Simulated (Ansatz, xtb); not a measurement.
## Relative energy of two isomers of C4H5GeNO2

Structure I: `O=Cc1ocn[c]1[GeH3]`, a singlet. Structure II: `O=Cc1co[c]([GeH3])n1`, a singlet. Both are isolated molecules in the gas phase, relaxed with r2SCAN-D4/def2-SVP; each stands in its lowest conformer found.

Quicker runs give these differences E(II) − E(I): GFN2-xTB +3.58 kcal/mol; HF/STO-3G −5.39 kcal/mol (at GFN2-xTB geometries); r2SCAN-D4/def2-SVP//GFN2-xTB +0.27 kcal/mol.

Problem. Which of the two would you expect CCSD(T)/def2-SVP + ΔMP2/def2-TZVPP electronic energies to favour?

Solution. CCSD(T)/def2-SVP + ΔMP2/def2-TZVPP gives E(II) − E(I) = +0.72 kcal/mol, slightly favouring structure I, which is too small a margin to settle the true order.

Level by level:

| level | geometry | E(II) − E(I) (kcal/mol) | departure from the last row (kcal/mol) | job, with rough time for the two |
| --- | --- | --- | --- | --- |
| GFN2-xTB | GFN2-xTB | +3.58 | +2.86 | optimisation, 0.19 s |
| HF/STO-3G | GFN2-xTB | −5.39 | −6.11 | single point, 1.2 s |
| r2SCAN-D4/def2-SVP//GFN2-xTB | GFN2-xTB | +0.27 | −0.45 | single point, 5.3 s |
| r2SCAN-D4/def2-SVP | r2SCAN-D4/def2-SVP | +2.02 | +1.29 | optimisation, 97 s |
| HF/def2-SVP | r2SCAN-D4/def2-SVP | −0.24 | −0.96 | part of the CCSD(T) run |
| MP2/def2-SVP | r2SCAN-D4/def2-SVP | +1.30 | +0.57 | part of the CCSD(T) run |
| CCSD(T)/def2-SVP | r2SCAN-D4/def2-SVP | +1.22 | +0.50 | single point |
| CCSD(T)/def2-SVP + ΔMP2/def2-TZVPP | r2SCAN-D4/def2-SVP | +0.72 |  | single point, 2.9 min |

As drawn, both hold the same kinds of bond in the same numbers.

The largest departure from CCSD(T)/def2-SVP + ΔMP2/def2-TZVPP is that of HF/STO-3G, 6.11 kcal/mol. The last row adds to CCSD(T) the change of the MP2 difference between the two basis sets, here −0.50 kcal/mol.

With thermal terms from frequencies at re-optimised GFN2-xTB minima (ideal gas, soft modes damped towards free rotors, one conformer each, 298.15 K, 1 atm): on the last row, ΔE + ΔZPE = +0.15, ΔH = +0.57, ΔG = −0.82 kcal/mol.

The correlated steps freeze 16 core orbitals; the filled d shell of Ge is correlated, in a basis made for valence electrons. Codes used: Ansatz 0.2.0, xtb 6.7.1; the last row on 2 threads of Intel(R) Xeon(R) Platinum 8488C (Sapphire Rapids) on a shared host.
